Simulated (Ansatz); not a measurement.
Isolated molecules relaxed with PBE0-D4/def2-TZVP in Ansatz; ΔE leaves out vibrations. CBS: MP2 limit from def2 TZ/QZ plus the TZ coupled-cluster correction, frozen cores. This one scheme is used for every species. Functionals use def2-TZVPP. One conformer a species, not always the lowest.

Consider the hydrogenolysis of a C–O bond: `NC(F)O[SiH2]F` + H₂ → `NCF` + `O[SiH2]F`.

Task: Is it downhill or uphill in electronic energy at CCSD(T)/CBS, and by how much? (Estimate.)

Result: The calculation gave: Downhill: ΔE = -63.9 kJ/mol.

Task: What do these levels give: ωB97X-V, ωB97M-V, SCS-MP2/def2-TZVPP, HF/def2-QZVPP, MP2/CBS(def2), CCSD/CBS(def2)? (Estimate.)

Result: Ansatz gave: ωB97X-V -57.0, ωB97M-V -58.1, SCS-MP2/def2-TZVPP -64.3, HF/def2-QZVPP -73.0, MP2/CBS(def2) -65.0, CCSD/CBS(def2) -68.3 kJ/mol.

Largest T1 diagnostic among the species: 0.012.

In def2-TZVPP, CCSD(T) changes the Hartree–Fock value by +11.5 kJ/mol (the triples alone add +4.3 kJ/mol) and MP2 by +10.4 kJ/mol. The D4 term adds +10.8 kJ/mol with B3LYP and +6.0 kJ/mol with PBE0; it sums over pairs of atoms, weighted by their polarisabilities, and B3LYP, whose exchange is more repulsive, gets the larger term.

B3LYP here is the variant with VWN-RPA as its local correlation; programs differ in this.
